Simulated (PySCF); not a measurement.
B(H)2(OH) (BH3O), SMILES BO. The structure is a stationary point at PBE0-D3(BJ)/def2-TZVP.

PySCF with TDDFT-B3LYP/def2-TZVPD puts the lowest singlet excitations at 6.41, 7.39, 8.61, 8.87, 8.97, 9.09 eV.

Q: What are the lowest excitation roots from ADC(2)/aug-cc-pVDZ run with PySCF? (An estimate is asked for; the answer gives what the named calculation found.)

A: 6.81, 8.01, 8.80, 8.91, 9.12, 9.40 eV. S1 differs by 0.40 eV (second minus first; roots are paired by order, and the bases may differ).
